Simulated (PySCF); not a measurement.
# PtH₅⁻, singlet: structure and spectrum

Method: PBE0/[Pt def2-TZVPD with ECP60, H def2-TZVPD], scalar-relativistic core potentials, density fitting, no spin–orbit coupling, PySCF.

The structure is a minimum.

Coordinates in bohr (charge -1 multiplicity 1):
```
Pt   -0.0119    0.0000    0.0000
H    -0.3878    3.0937    0.0000
H    -0.3878   -3.0937    0.0000
H    -3.0265    0.0000    0.0000
H     3.0241    0.9121    0.0000
H     3.0241   -0.9121    0.0000
```

| Quantity | Value |
| --- | --- |
| Point group | C2v |
| Bond lengths | H–H 0.965 Å, Pt–H 1.595 Å, Pt–H 1.649 Å (×2), Pt–H 1.678 Å (×2) |
| Bond angles | H–H–Pt 73.3° (×2), H–Pt–H 33.4°, H–Pt–H 80.2° (×2), H–Pt–H 83.1° (×2), H–Pt–H 113.6° (×2), H–Pt–H 163.3° (×2), H–Pt–H 166.1° |
| Highest occupied level | -1.19 eV |
| Enthalpy at 298.15 K above 0 K | 12.11 kJ/mol |
| Principal quadrupole moments (Buckingham, traceless) about the centre of mass | -6.61, 3.15, 3.47 D Å |
| Heat capacity Cp at 298.15 K | 57.9 J/(mol K) |
| Rotational constants | 2.871, 2.15, 1.229 cm⁻¹ |
| Lowest empty level | 3.57 eV |
| Zero-point energy | 91.1 kJ/mol |
| Entropy at 298.15 K and 1 bar | 254.2 J/(mol K) |
| Principal polarisabilities | 58.4, 66.8, 74.7 bohr³ |
| Rotational symmetry number | 2 |
| Dipole moment about the centre of mass | 1.66 D |

Harmonic modes (masses in u: Pt 194.965, H 1.008):
```tsv
symmetry	ω (cm⁻¹)	IR (km/mol)	μ (u)
a2	560	0.0	1.01
b2	579	63.7	1.02
a1	640	54.2	1.02
b1	686	2.0	1.01
b1	739	3.8	1.03
b2	803	85.4	1.01
a1	949	0.3	1.01
b2	1745	831	1.02
b2	2009	12.0	1.01
a1	2074	9.7	1.01
a1	2173	274	1.01
a1	2280	56.1	1.01
```

In C2v the vibrations span a2 + 4b2 + 5a1 + 2b1. Here b1 is antisymmetric to the molecular plane and b2 lies in it. The a2 mode carries no infrared intensity, as symmetry demands.

Charges (e); Mulliken and Löwdin values are unreliable with diffuse functions:
```json
{"atom": "Pt1", "Mulliken": "-0.56", "Löwdin": "-0.01", "polar tensor": "-0.61", "Mayer order to Pt1": "–"}
{"atom": "H2,3", "Mulliken": "-0.17", "Löwdin": "-0.23", "polar tensor": "-0.21", "Mayer order to Pt1": "0.73"}
{"atom": "H4", "Mulliken": "-0.04", "Löwdin": "-0.25", "polar tensor": "-0.09", "Mayer order to Pt1": "0.78"}
{"atom": "H5,6", "Mulliken": "-0.03", "Löwdin": "-0.14", "polar tensor": "0.07", "Mayer order to Pt1": "0.44"}
```
Other Mayer orders above 0.3: H–H 0.60.

Mulliken populations on Pt1 (electrons outside its core potential): s 3.35, p 6.44, d 8.76, f 0.02.

Stability towards spin polarisation was not tested. Only a few start shapes were tried, so a lower isomer may exist. The lowest empty level of this anion is unbound, so it and the gap depend on the basis. No spin–orbit coupling is included, which matters more the heavier the element.

The final relaxation and frequency run took 60 s on 2 threads of a shared Intel Xeon Platinum 8488C (Sapphire Rapids) host, with 88 basis functions and 19 gradients; the process peaked at 1.3 GiB. Launch command: `OMP_NUM_THREADS=2 python axn.py task.json out`.
